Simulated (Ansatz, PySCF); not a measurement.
C4H6BF, SMILES C#CB(F)CC. Atoms are numbered in the order given.

```xyz
12

C     -1.2509     2.1202     0.0000
C     -0.3885     1.2610     0.0000
B      0.6436     0.1237     0.0000
F      1.9321     0.4595     0.0000
C      0.2666    -1.3952     0.0000
C     -1.2143    -1.7475     0.0000
H     -2.0035     2.8889     0.0000
H      0.7850    -1.8426     0.8702
H      0.7850    -1.8426    -0.8702
H     -1.7244    -1.3343    -0.8835
H     -1.3780    -2.8358     0.0000
H     -1.7244    -1.3343     0.8835
```
Charge 0, spin multiplicity 1.

Coordinates come from a PBE0-D3(BJ)/def2-SVP optimisation. This is a generated structure with no PubChem entry under its InChIKey; it may be hypothetical. Other conformers were not sampled.

Two levels are set side by side: PBE-D3(BJ)/def2-SVP (Ansatz, a program for electronic structure) and PBE0-D3(BJ)/def2-SVP (Ansatz). Each level has its own optimised geometry; the coordinates shown are those of the second. Frequencies come from the Hessian of PySCF at each geometry. Differences are taken from unrounded values.

| quantity | PBE0-D3(BJ) |
|---|---|
| mean bond length (Å) | 1.251 |
| bond C1–C2 (Å) | 1.217 |
| bond C2–B3 (Å) | 1.536 |
| bond B3–F4 (Å) | 1.332 |
| bond B3–C5 (Å) | 1.565 |
| bond C5–C6 (Å) | 1.522 |
| bond C1–H7 (Å) | 1.076 |
| bond C5–H8 (Å) | 1.107 |
| bond C5–H9 (Å) | 1.107 |
| bond C6–H10 (Å) | 1.101 |
| bond C6–H11 (Å) | 1.101 |
| bond C6–H12 (Å) | 1.101 |
| highest harmonic wavenumber (cm⁻¹) | 3476 |
| mean harmonic wavenumber (cm⁻¹) | 1337 |
| zero-point energy (kcal/mol) | 57.33 |

Task: What does PBE-D3(BJ) give, and how far is it from PBE0-D3(BJ)? (Estimate from the structure and the level; the computed values follow.)

Result: 
```json
[
 {"quantity": "mean bond length (Å)", "PBE-D3(BJ)": "1.260", "PBE-D3(BJ) minus PBE0-D3(BJ)": "0.008"},
 {"quantity": "bond C1–C2 (Å)", "PBE-D3(BJ)": "1.230", "PBE-D3(BJ) minus PBE0-D3(BJ)": "0.012"},
 {"quantity": "bond C2–B3 (Å)", "PBE-D3(BJ)": "1.537", "PBE-D3(BJ) minus PBE0-D3(BJ)": "0.001"},
 {"quantity": "bond B3–F4 (Å)", "PBE-D3(BJ)": "1.345", "PBE-D3(BJ) minus PBE0-D3(BJ)": "0.014"},
 {"quantity": "bond B3–C5 (Å)", "PBE-D3(BJ)": "1.572", "PBE-D3(BJ) minus PBE0-D3(BJ)": "0.007"},
 {"quantity": "bond C5–C6 (Å)", "PBE-D3(BJ)": "1.531", "PBE-D3(BJ) minus PBE0-D3(BJ)": "0.009"},
 {"quantity": "bond C1–H7 (Å)", "PBE-D3(BJ)": "1.082", "PBE-D3(BJ) minus PBE0-D3(BJ)": "0.007"},
 {"quantity": "bond C5–H8 (Å)", "PBE-D3(BJ)": "1.116", "PBE-D3(BJ) minus PBE0-D3(BJ)": "0.009"},
 {"quantity": "bond C5–H9 (Å)", "PBE-D3(BJ)": "1.116", "PBE-D3(BJ) minus PBE0-D3(BJ)": "0.009"},
 {"quantity": "bond C6–H10 (Å)", "PBE-D3(BJ)": "1.109", "PBE-D3(BJ) minus PBE0-D3(BJ)": "0.008"},
 {"quantity": "bond C6–H11 (Å)", "PBE-D3(BJ)": "1.109", "PBE-D3(BJ) minus PBE0-D3(BJ)": "0.008"},
 {"quantity": "bond C6–H12 (Å)", "PBE-D3(BJ)": "1.109", "PBE-D3(BJ) minus PBE0-D3(BJ)": "0.008"},
 {"quantity": "highest harmonic wavenumber (cm⁻¹)", "PBE-D3(BJ)": "3392", "PBE-D3(BJ) minus PBE0-D3(BJ)": "-84"},
 {"quantity": "mean harmonic wavenumber (cm⁻¹)", "PBE-D3(BJ)": "1294", "PBE-D3(BJ) minus PBE0-D3(BJ)": "-43"},
 {"quantity": "zero-point energy (kcal/mol)", "PBE-D3(BJ)": "55.48", "PBE-D3(BJ) minus PBE0-D3(BJ)": "-1.86"}
]
```

GGA bonds tend to be longer and softer than those of functionals with exact exchange. Differences between two approximate levels are no errors against the true value.
